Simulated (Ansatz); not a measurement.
# Calibrating MP2/def2-TZVPP on molecular compounds of Cd

The vertical ionisation energy (cation less neutral) in eV of 7 molecular compounds of Cd: x at MP2/def2-TZVPP, y at CCSD(T)/def2-TZVPP. Shapes, held fixed at every level: PBE0-D4/def2-TZVP. Flexible molecules stand in one conformer, not always the lowest. Programs: Ansatz 0.2.0.

```
                                 molecule  x (eV)  y (eV)
      C3H9CdNO (SMILES CC(C)[O][Cd][NH2])    9.49    9.05
                                 Cd(NH2)F   10.02    9.78
                              Cd(CH3)(OH)   10.29   10.01
                                  Cd(OH)2   10.95       ?
                                 Cd(OH)Cl   11.17   10.81
CdSi2H6O2 (SMILES [SiH3][O][Cd][O][SiH3])   11.29   10.64
                 CdF2 (SMILES [F][Cd][F])   13.60   13.18
```

**Question.** Fit y = c + s·x to the known rows and predict y for Cd(OH)2.

**Answer.** 
1. Means of the 6 rows: x = 10.9767, y = 10.578.
2. Σ(Δx)² = 10.614, Σ(Δx·Δy) = 10.315, so the slope is 10.315/10.614 = 0.97183.
3. Intercept: 10.578 − (0.97183) × 10.9767 = -0.089. The largest residual of the fit is 0.24.
4. Cd(OH)2: -0.089 + 0.97183 × 10.95 = 10.55 eV.

CCSD(T)/def2-TZVPP gives 10.62 eV, so the prediction is off by -0.07 eV, within the largest residual. Uncorrected, MP2/def2-TZVPP misses Cd(OH)2 by +0.33 eV, and the other rows by 0.40 on average. The line removes about 80 % of this miss. Left out in turn, the other rows are missed by 0.18 eV on average, so much of the error is systematic among these molecules. Cations run unrestricted. For atoms past krypton def2 sets carry core potentials with scalar relativity. Outer-core shells of Cd are correlated, in sets that cover them unevenly.
